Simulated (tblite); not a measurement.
C5H2F3O (doublet state).
SMILES with atom numbers: `[O:1]=[c:2]1[cH:3][c:4]1[C@H:5]([F:6])[C:7]([F:8])[F:9]` (hydrogens: H10 on C3; H11 on C5)

Geometry (GFN2-xTB, Å), atoms numbered from 1 in this order:
```xyz
11
C5H2F3O angstrom
O      2.1337    1.3169   -1.7344
C      1.6365    0.6909   -0.8635
C      1.6058    0.1096    0.4385
C      0.5248   -0.0873   -0.3474
C     -0.8452   -0.6442   -0.4001
F     -1.4201   -0.4347   -1.6229
C     -1.6712   -0.0117    0.6865
F     -1.4164   -0.4746    1.9180
F     -1.7463    1.3204    0.7244
H      2.0298   -0.0503    1.4042
H     -0.8260   -1.7322   -0.2294
```

Calculated harmonic vibrations of the isolated species, GFN2-xTB (tblite), most abundant isotopes, no scaling. This tight-binding method is rough: wavenumbers can miss measured ones by several per cent, in bad cases by 10 to 20. One conformer, not necessarily the lowest. Open shells enter through the occupations alone, without spin polarisation, and single modes of such species can be off by tens of per cent.

Harmonic wavenumbers (cm⁻¹): 33.4, 49.2, 99.8, 141.0, 209.4, 307.5, 363.0, 445.0, 474.7, 513.1, 551.0, 589.7, 702.8, 754.0, 847.5, 871.4, 1019.4, 1038.8, 1062.0, 1113.5, 1186.4, 1214.5, 1249.5, 1655.5, 2082.3, 2875.2, 3182.1.

A = 2587, B = 1110, C = 967.0 MHz; mass 135.006 u (most abundant isotopes); point group C1, symmetry number 1; spin multiplicity 2.

Q: Zero-point energy?

A: Half the sum of the wavenumbers: 12316 cm⁻¹ = 35.21 kcal/mol.

Q: Entropy at 400 K, 1 bar (ideal gas, RRHO, classical rotation)?

A: Translation 42.10, rotation 30.01, vibration 33.50, spin (R ln 2) 1.38: S = 107.0 cal/(mol K).

Q: And Cp and H(400 K) − H(0)?

A: Cp = 37.38 cal/(mol K), of which vibrations give 29.43 (their classical limit is 27 R = 53.7); H(400 K) − H(0) = 9.64 kcal/mol without the zero-point energy, 6.46 from vibrations.

Q: How do the functions run with temperature in this model?

A: 
```csv
T (K),S (cal/(mol K)),Cp (cal/(mol K)),H − H(0) (kcal/mol),G − H(0) (kcal/mol),ln q(vib)
100,71.6,17.1,1.29,-5.87,2.13
200,85.7,24.6,3.37,-13.78,4.47
300,97.1,31.6,6.18,-22.94,6.64
500,115.8,41.8,13.61,-44.30,10.71
800,137.5,49.9,27.52,-82.45,16.11
1000,148.9,52.9,37.81,-111.12,19.27
```

q(vib) and H(0) count from the zero-point level.

Q: What must be added to the electronic energy to get the Gibbs energy at 400 K and 1 bar?

A: ZPE + [H(400 K) − H(0)] − T·S = 35.21 + 9.64 − 42.79 = 2.06 kcal/mol.

Hindered rotation and anharmonicity are outside this model. Other conformers, if any are populated, would add a mixing term that is left out. The structure is chiral; the term R ln 2 for an equal mix with its mirror image is left out.

Hardware: one thread of an Arm Neoverse V1, on a shared host. Cost: 0.32 s of wall time. This covers the Hessian and the dipole derivatives.
